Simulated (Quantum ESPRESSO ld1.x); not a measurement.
Question: The mean radii <r> (bohr) of the occupied orbitals of an atom or ion are listed with their occupations. Method: Dirac Kohn-Sham, PBE, spin-unpolarised, spherical densities, point nucleus; computed with ld1.x of Quantum ESPRESSO 7.5.

| orbital | occ. | <r> |
|---|---|---|
| 1s1/2 | 2 | 0.02037 |
| 2s1/2 | 2 | 0.08588 |
| 2p1/2 | 2 | 0.07147 |
| 2p3/2 | 4 | 0.07874 |
| 3s1/2 | 2 | 0.2249 |
| 3p1/2 | 2 | 0.2146 |
| 3p3/2 | 4 | 0.2283 |
| 3d3/2 | 4 | 0.2012 |
| 3d5/2 | 6 | 0.2055 |
| 4s1/2 | 2 | 0.5084 |
| 4p1/2 | 2 | 0.5175 |
| 4p3/2 | 4 | 0.5490 |
| 4d3/2 | 4 | 0.5777 |
| 4d5/2 | 6 | 0.5889 |
| 5p1/2 | 2 | 1.379 |
| 5p3/2 | 4 | 1.480 |
| 4f5/2 | 6 | 0.7812 |
| 4f7/2 | 6 | 0.7961 |
| 6s1/2 | 2 | 3.653 |
| 5d3/2 | 2 | 2.495 |

Name the element and its charge. Open shells, if any, fill j = l - 1/2 first.

Answer: Z = 68, erbium, charge 0: Er in [Kr] 4d10 4f12 5p6 6s2 5d2. The 1s radius gives Z: for a bare nucleus <r> = (2 gamma + 1)/(2Z) with gamma = sqrt(1 - (Z/c)^2), 0.02012 bohr for Z = 68, and screening makes it slightly larger (0.02037 here). The occupations add up to 68, and the charge is Z minus that.
